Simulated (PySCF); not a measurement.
CH₅FN₂Si₂, SMILES F[Si@@H]1C=N[SiH2]N1. Heavy atoms are numbered as in [F:1][Si@@H:2]1[CH:3]=[N:4][SiH2:5][NH:6]1. Hydrogens are named by the atom that carries them.

Coordinates come from a r2SCAN-D4/def2-SVP optimisation. The structure was generated by enumeration; whether it is a known compound was not checked.

Method: PBE/def2-TZVP (PySCF).

Atomic charges (e), one atom of each kind:

| atom | Löwdin | IAO |
|---|---|---|
| F1 | 0.00 | -0.52 |
| Si2 (SiH) | 0.08 | 1.18 |
| C3 (CH) | -0.31 | -0.24 |
| N4 | 0.01 | -0.48 |
| Si5 (SiH2) | 0.17 | 0.97 |
| N6 (NH) | -0.16 | -0.93 |
| H on Si2 | -0.04 | -0.14 |
| H on C3 | 0.12 | 0.14 |
| H on Si5 | -0.03 | -0.13 |
| H on N6 | 0.17 | 0.28 |

Computed Mayer and Wiberg (Löwdin basis) orders of the bonds:
```
bond    Mayer  Wiberg
------  -----  ------
F1–Si2   1.14    1.70
Si2–C3   0.94    1.03
C3–N4    1.90    2.33
N4–Si5   1.08    1.25
Si2–N6   1.18    1.43
Si5–N6   1.08    1.35
```
